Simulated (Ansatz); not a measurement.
Input file for FGaGeH4 (`[F][GeH2][GaH2]`):

```yaml
crystal:
  periodic: [false, false, false]
  atoms:
    - {symbol: F, position_ang: [-2.240267, 0.155660, 0.094216]}
    - {symbol: Ge, position_ang: [-0.707994, -0.172951, -0.696328]}
    - {symbol: Ga, position_ang: [1.103717, 0.216291, 0.911511]}
    - {symbol: H, position_ang: [-0.831168, -1.628739, -1.196209]}
    - {symbol: H, position_ang: [-0.695766, 0.759832, -1.926793]}
    - {symbol: H, position_ang: [0.787145, 0.686009, 2.371068]}
    - {symbol: H, position_ang: [2.584334, -0.016102, 0.442526]}
basis:
  gaussian: {orbitals: def2-TZVPP}
correlation: {method: ccsd_t}
output: {orbitals: {seedname: orbitals}}
```

```sh
$ ansatz run in.yaml --threads 2 --pin off --events-out ev --progress --plain --max-ram 31744MiB --backend cuda --devices 0, --max-vram 18GiB
```

The program prints (abridged):

```
Functional definition: HF
1149 factors; integrals over basis functions are off by at most 9.0e-4 eV
mean field evaluation 1: about -111576.7128 eV, gradient 3.1e1 eV
mean field evaluation 2: about -111576.7966 eV, gradient 3.1e1 eV
mean field evaluation 4: about -111578.9232 eV, gradient 2.5e0 eV
mean field evaluation 8: about -111578.9603 eV, gradient 2.2e-1 eV
mean field -111578.96040214 eV, -4100.4511638428 hartree, gradient 2.7e-6 eV, S^2 0.000000; 0 other end points of the search recorded, 0 dependent functions left out
19 core orbitals not correlated: weight in the atoms' cores, before any rotation towards them, 1.000 or more for the frozen orbitals, at most 0.000 for the correlated occupied ones
reference -111578.96040214 eV, -4100.4511638428 hartree; 19, 19 occupied and 145, 145 virtual orbitals, 1149 factors
second order -20.11018730 eV of doubles, -0.00000000 eV of singles
cycle   1  -19.72485238 eV  change    3.9e-1 eV  update   1.2e-1
cycle   2  -20.42378689 eV  change   -7.0e-1 eV  update   3.7e-2
cycle   3  -20.54028317 eV  change   -1.2e-1 eV  update   1.8e-2
cycle   4  -20.52369864 eV  change    1.7e-2 eV  update   4.2e-3
cycle   5  -20.52170292 eV  change    2.0e-3 eV  update   1.8e-3
cycle   6  -20.52264506 eV  change   -9.4e-4 eV  update   5.3e-4
cycle   7  -20.52244368 eV  change    2.0e-4 eV  update   2.0e-4
cycle   8  -20.52234546 eV  change    9.8e-5 eV  update   7.5e-5
cycle   9  -20.52236535 eV  change   -2.0e-5 eV  update   3.0e-5
perturbative correction -0.68257337 eV, -0.0250841087 hartree
Total energy: -111600.16534086 eV, -4101.2304309675 hartree
```

It took 3.3 s on 2 threads of an AMD EPYC 7R13 on a shared host and a share of an NVIDIA H100 80 GB, with 0.81 GiB of host memory at the peak.

MP2 recovers 94.8 % of the CCSD(T) correlation energy and the triples give 3.2 %; T1 = 0.0128.
